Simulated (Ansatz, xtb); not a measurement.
**Two isomers of C5H6ClNO**

Structure I: `Cc1nc(Cl)c(C)o1`, a singlet. Structure II: `C[C@@H]1C=C(Cl)NC1=O`, a singlet. Both are isolated molecules in the gas phase, relaxed with PBE-D3(BJ)/def2-SVP.

Q: Which of the two would you expect CCSD(T)/def2-SVP + ΔMP2/def2-TZVPP electronic energies to favour?

A: Structure II; the calculation gives E(II) − E(I) = −6.84 kJ/mol.

The same difference at several levels:

```
                             level             geometry  E(II) − E(I) (kJ/mol)  departure from the last row (kJ/mol)  job, with rough time for the two
                          GFN2-xTB             GFN2-xTB                  +25.66                                +32.49              optimisation, 0.16 s
                         HF/STO-3G             GFN2-xTB                  +87.44                                +94.27              single point, 0.44 s
                r2SCAN-D4/def2-SVP             GFN2-xTB                  −14.71                                 −7.87               single point, 4.3 s
               PBE-D3(BJ)/def2-SVP  PBE-D3(BJ)/def2-SVP                  −11.21                                 −4.38                optimisation, 52 s
                       HF/def2-SVP  PBE-D3(BJ)/def2-SVP                  −21.80                                −14.96           part of the CCSD(T) run
                      MP2/def2-SVP  PBE-D3(BJ)/def2-SVP                   −6.31                                 +0.52           part of the CCSD(T) run
                  CCSD(T)/def2-SVP  PBE-D3(BJ)/def2-SVP                   −9.78                                 −2.95                      single point
CCSD(T)/def2-SVP + ΔMP2/def2-TZVPP  PBE-D3(BJ)/def2-SVP                   −6.84                                                      single point, 88 s
```

As drawn, II has 1 C–C, 1 C=C, 2 C–N, 1 C=O, 1 N–H in place of 2 C∷N, 1 C∷C, 2 C∷O, 1 C–H (∷ is an aromatic bond). Structure I has a 5-membered ring (with an aromatic ring), II a 5-membered ring.

GFN2-xTB, HF/STO-3G put the two in the other order. The largest departure from CCSD(T)/def2-SVP + ΔMP2/def2-TZVPP is that of HF/STO-3G, 94.27 kJ/mol. The last row adds to CCSD(T) the change of the MP2 difference between the two basis sets, here +2.95 kJ/mol.

With thermal terms from frequencies at re-optimised GFN2-xTB minima (ideal gas, soft modes damped towards free rotors, one conformer each, 298.15 K, 1 atm): the zero-point term adds +1.51 kJ/mol; ΔH is −6.95 and ΔG −2.01 kJ/mol. In free energy the two are nearly level.

The correlated steps freeze 12 core orbitals. Mirror images aren't counted in ΔG. Codes used: Ansatz 0.2.0, xtb 6.7.1; the last row on 4 threads of Arm Neoverse V1 on a shared host.
